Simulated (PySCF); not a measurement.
A structure optimised at PBE-D3(BJ)/def2-SVP, used in a PySCF frequency run:

```xyz
11

C      1.6970    -1.3565     0.0000
C      0.4834    -0.7584     0.0000
Cl    -0.9800    -1.7499     0.0000
C      0.2460     0.6416     0.0000
C      0.0201     1.8486     0.0000
C     -0.2437     3.2777     0.0000
H      1.7888    -2.4512     0.0000
H      2.6063    -0.7391     0.0000
H      0.1913     3.7694    -0.8957
H      0.1913     3.7694     0.8957
H     -1.3346     3.4833     0.0000
```
Charge 0, spin multiplicity 1.

**Question.** Write its SMILES, formula and point group.

**Answer.** C=C(Cl)C#CC, C₅H₅Cl, Cs

**Question.** What are its rotational constants (standard atomic weights)?

**Answer.** 5.8943, 1.3995, 1.1392 GHz
